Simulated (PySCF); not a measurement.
BH2O3, SMILES OB([O])O, multiplicity 2. Atoms are numbered in the order given.

```xyz
6

O      0.0000     0.0000     1.4340
B      0.0000     0.0000     0.0512
O      0.0000    -1.2385    -0.5437
O      0.0000     1.2385    -0.5437
H      0.0000    -1.2169    -1.5148
H      0.0000     1.2169    -1.5148
```
Charge 0, spin multiplicity 2.

Geometry: PBE-D3(BJ)/def2-SVP. A frequency run showed that this geometry is not a minimum. The isomer is the one that the SMILES or the coordinates give; other isomers of the formula were not compared. The values are those of a single conformer.

These are PySCF with PBE0/def2-TZVPD values and carry that method's errors.

Mulliken values depend strongly on the basis, most of all with diffuse functions as here. Atomic charges (e):

```json
[
 {"atom": "O1", "meta-Löwdin": "[?]", "Mulliken": "-0.23", "Mulliken spin": "1.00"},
 {"atom": "B2", "meta-Löwdin": "[?]", "Mulliken": "0.56", "Mulliken spin": "-0.02"},
 {"atom": "O3", "meta-Löwdin": "[?]", "Mulliken": "-0.44", "Mulliken spin": "0.01"},
 {"atom": "O4", "meta-Löwdin": "[?]", "Mulliken": "-0.44", "Mulliken spin": "0.01"},
 {"atom": "H5", "meta-Löwdin": "[?]", "Mulliken": "0.28", "Mulliken spin": "0.01"},
 {"atom": "H6", "meta-Löwdin": "[?]", "Mulliken": "0.28", "Mulliken spin": "0.01"}
]
```

Problem. What belongs in the gaps? (Estimate from the structure and the level; the computed values follow.)

Solution. 
- O1, meta-Löwdin: -0.23
- B2, meta-Löwdin: 0.59
- O3, meta-Löwdin: -0.54
- O4, meta-Löwdin: -0.54
- H5, meta-Löwdin: 0.35
- H6, meta-Löwdin: 0.35
